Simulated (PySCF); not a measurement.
## Ru: ionisation energy

Ru [Kr] 4d7 5s1 (5F) → Ru⁺ [Kr] 4d7 (4F), as a difference of total energies. Calculation: PySCF 2.14, in x2c-TZVPPall with one added diffuse shell each of s, p, d, f type (9s7p7d3f1g, 95 functions); scalar relativity by spin-free X2C-1e. Correlated levels: valence: [Kr] frozen; valence and next inner shell: [Ar] 3d10 frozen. The calculations carry no spin-orbit coupling.

| method | ionisation energy (eV) |
| --- | --- |
| UHF | 6.297 |
| LDA | 8.027 |
| PBE | 7.750 |
| PBE0 | 7.460 |
| r2SCAN | 7.660 |
| M06 | 7.206 |
| TPSS | 7.543 |
| LC-wPBE | 7.099 |
| TPSSh | 7.440 |
| MP2 (valence) | 7.147 |
| SCS-MP2 (valence) | 6.886 |
| MP2 (valence and next inner shell) | 7.377 |
| SCS-MP2 (valence and next inner shell) | 7.087 |

Errors of the correlated levels include the incompleteness of this basis and the frozen core.

Which method comes closest to the reference value, and which is furthest?

The reference is 7.365 eV (measured; NIST levels, between the centres of gravity of the two terms). Closest: MP2 (valence and next inner shell) (error 0.012 eV); furthest: UHF (error -1.068 eV).
